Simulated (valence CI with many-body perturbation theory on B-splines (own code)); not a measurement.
Which ion has this spectrum?

A relativistic CI+MBPT calculation for an atom or ion with 33 electrons gives these levels (cm⁻¹):

| J | Parity | E | g |
| --- | --- | --- | --- |
| 3/2 | odd | 0 | 1.35 |
| 3/2 | odd | 1113313 | 1.46 |
| 5/2 | odd | 1162397 | 1.19 |
| 1/2 | odd | 1224597 | 0.66 |
| 3/2 | even | 1416271 | 0.78 |
| 5/2 | even | 1718371 | 1.22 |
| 5/2 | even | 2039727 | 1.46 |
| 1/2 | even | 2169798 | 2.08 |
| 3/2 | even | 2185896 | 1.17 |
| 3/2 | odd | 2346883 | 1.31 |
| 5/2 | even | 2522419 | 0.96 |
| 3/2 | even | 2527463 | 0.91 |
| 1/2 | even | 2528980 | 0.19 |
| 7/2 | even | 2572435 | 1.04 |

The energies are calculated, and their last digits are not significant.

Problem. Which is it?
A. Pt45+
B. Bi50+
C. Ir44+
D. Hg47+

Solution. D. Hg47+, ground level (4s^2 4p1/2^2 4p3/2) J=3/2.
